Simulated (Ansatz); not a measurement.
The same path of BrH + Cl3HOSn (8 atoms, charge 0, multiplicity 1) was run twice with different band settings. Lost on the way: Br7–H8. Made: Sn1–Br7, O2–H8.

Computed with Ansatz, RKS PBE-D4/def2-SVP.

Relaxed end points:

```xyz
8
Properties=species:S:1:pos:R:3
Sn -0.104 0.125 -0.115
O 0.099 -0.051 1.882
H -0.778 -0.028 2.320
Cl 2.051 0.365 -0.961
Cl -1.385 2.049 -0.513
Cl -1.227 -1.716 -1.017
Br 1.689 -2.839 1.881
H 0.980 -1.577 2.126
```

```xyz
8
Properties=species:S:1:pos:R:3
Sn 0.071 -0.696 -0.118
O 0.751 0.226 2.054
H -0.081 0.694 2.294
Cl 2.004 0.415 -0.858
Cl -1.783 0.680 0.495
Cl -0.762 -1.610 -2.136
Br 0.354 -2.810 1.242
H 0.772 -0.570 2.630
```

Common settings: movable images 9; climbing image yes; spring 5.0 eV/Å²; optimiser quadratic models (default); force threshold 0.03 eV/Å; iteration limit 60; end points relaxed.

| run | start path |
| --- | --- |
| 1 | through a guess of the saddle point |
| 2 | straight line |

Problem. What does each run give, and how far can it be trusted?

Solution. Run 1: converged after 13 iterations, highest image 0.027 eV above the first end. A vibrational analysis at the climbing image gives one clearly imaginary mode, 103i cm⁻¹: a first-order saddle point.
Run 2: converged after 15 iterations, highest image 0.027 eV above the first end. Another band between the same ends (9 images) ends at a top of the same energy, where a vibrational analysis finds 1 clearly imaginary mode.
The orbitals stay closed-shell, which can raise the energy where a bond breaks towards radicals; this wasn't checked here.
